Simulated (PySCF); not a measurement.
A structure optimised at B3LYP-D3(BJ)/def2-SVP, used in a PySCF frequency run:

```
N
C 1 1.2732
H 2 1.1109 1 122.05
C 2 1.4348 3 115.33 1 179.83
C 4 1.2133 3 149.32 2 -179.96
H 5 1.0739 3 161.27 2 180.00
C 1 1.4460 2 118.08 3 -0.65
H 7 1.1049 1 107.31 2 120.10
H 7 1.1112 8 107.18 1 120.83
C 7 1.5284 8 108.90 9 119.33
H 10 1.1004 7 110.46 8 62.50
H 10 1.1011 11 108.71 7 121.52
H 10 1.1014 11 107.93 12 117.26
```
Charge 0, spin multiplicity 1.

Task: Write its SMILES and formula.

Result: C#C/C=N/CC, C5H7N

Task: What are its rotational constants (standard atomic weights)?

Result: 17.787, 1.4605, 1.4175 GHz
